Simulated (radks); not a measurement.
Values are calculated unless marked as measured or tabulated.
Re XXVII, configuration [Kr] 4d10 4f3. Level of theory: Dirac Kohn-Sham, PBE, spin-unpolarised, spherical densities, finite nucleus; open shells fill j = l - 1/2 first; Fermi nuclear charge, rms radius 5.3698 fm (a radial shooting solver on a logarithmic mesh with Libxc functionals).

Unscreened Slater integrals over Kohn-Sham orbitals (hartree). Large and small components are both included. Empty in this configuration: 4f7/2.

integral           value
F0(4f5/2,4f5/2)   2.0673
F2(4f5/2,4f5/2)   1.0849
F4(4f5/2,4f5/2)  0.70545
F0(4f5/2,4d5/2)   2.0049
F2(4f5/2,4d5/2)   1.0040
F4(4f5/2,4d5/2)  0.65316
G1(4f5/2,4d5/2)   1.0764
G3(4f5/2,4d5/2)  0.72596
G5(4f5/2,4d5/2)  0.52846
F0(4f5/2,4d3/2)   2.0236
F2(4f5/2,4d3/2)   1.0162
G1(4f5/2,4d3/2)   1.1061
G3(4f5/2,4d3/2)  0.74274
F0(4f5/2,4p3/2)   2.0175
F2(4f5/2,4p3/2)   1.0228
G2(4f5/2,4p3/2)  0.83941
G4(4f5/2,4p3/2)  0.60701
F0(4f5/2,4f7/2)   2.0595
F2(4f5/2,4f7/2)   1.0819
F4(4f5/2,4f7/2)  0.70369
G2(4f5/2,4f7/2)   1.0759
G4(4f5/2,4f7/2)  0.69995
G6(4f5/2,4f7/2)  0.51141
F0(4d5/2,4d5/2)   1.9763
F2(4d5/2,4d5/2)   1.0109
F4(4d5/2,4d5/2)  0.68521
F0(4d5/2,4d3/2)   1.9933
F2(4d5/2,4d3/2)   1.0180
G2(4d5/2,4d3/2)   1.0138
G4(4d5/2,4d3/2)  0.68731
F0(4d5/2,4p3/2)   1.9864
F2(4d5/2,4p3/2)   1.0226
G1(4d5/2,4p3/2)   1.2778
G3(4d5/2,4p3/2)  0.81458
F0(4d5/2,4f7/2)   1.9979
F2(4d5/2,4f7/2)   1.0034
F4(4d5/2,4f7/2)  0.65371
G1(4d5/2,4f7/2)   1.0820
G3(4d5/2,4f7/2)  0.72949
G5(4d5/2,4f7/2)  0.53099
F0(4d3/2,4d3/2)   2.0110
F2(4d3/2,4d3/2)   1.0261
F0(4d3/2,4p3/2)   2.0035
F2(4d3/2,4p3/2)   1.0292
G1(4d3/2,4p3/2)   1.2759
G3(4d3/2,4p3/2)  0.81514
F0(4d3/2,4f7/2)   2.0164
F2(4d3/2,4f7/2)   1.0154
G3(4d3/2,4f7/2)  0.74166
G5(4d3/2,4f7/2)  0.53885
F0(4p3/2,4p3/2)   2.0010
F2(4p3/2,4p3/2)   1.0464
F0(4p3/2,4f7/2)   2.0106
F2(4p3/2,4f7/2)   1.0222
G2(4p3/2,4f7/2)  0.84308
G4(4p3/2,4f7/2)  0.60937
F0(4f7/2,4f7/2)   2.0518
F2(4f7/2,4f7/2)   1.0790
F4(4f7/2,4f7/2)  0.70206
F6(4f7/2,4f7/2)  0.51298
